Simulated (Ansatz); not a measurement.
C2H7GeN can be A, `C/C=[N]\[GeH3]`, or B, `C/N=[CH]\[GeH3]`.

Program: Ansatz. Geometries: PBE0-D4/def2-TZVP. ΔE: electronic, gas phase. CCSD(T)/CBS is the MP2 limit (def2-TZVPP, def2-QZVPP) plus CCSD(T) − MP2 in def2-TZVPP, frozen cores. Double bonds are as drawn, so ΔE can hold a change between cis and trans. DFT in def2-TZVPP. B3LYP here is the variant with VWN-RPA as its local correlation; programs differ in this. For Ge outer-core shells are correlated without core-valence functions, which leaves a few kJ/mol of doubt a bond. Scalar relativity is left out up to krypton.

(1) Which is lower in electronic energy at CCSD(T)/CBS, and by how much? (An estimate is asked.)

(2) Give E(B) − E(A) in kJ/mol with HF/def2-TZVPP, B3LYP, CCSD/def2-TZVPP, B2PLYP, B3LYP-D4, CCSD(T)/def2-TZVPP, r2SCAN-D4. (Best estimate.)

Largest T1 diagnostic: 0.013.

## Answers

(1) Computed: A, by 52.7 kJ/mol.

(2) Computed: HF/def2-TZVPP 63.6, B3LYP 51.2, CCSD/def2-TZVPP 53.3, B2PLYP 53.9, B3LYP-D4 51.7, CCSD(T)/def2-TZVPP 52.0, r2SCAN-D4 52.1. None reverses the order clearly.

From PBE to PBE0 (25 % exact exchange), in def2-TZVPP and without D4, E(B) − E(A) moves by +4.3 kJ/mol. In def2-TZVPP, CCSD(T) changes the Hartree–Fock value by −11.5 kJ/mol (the triples alone add −1.3 kJ/mol) and MP2 by −7.1 kJ/mol.
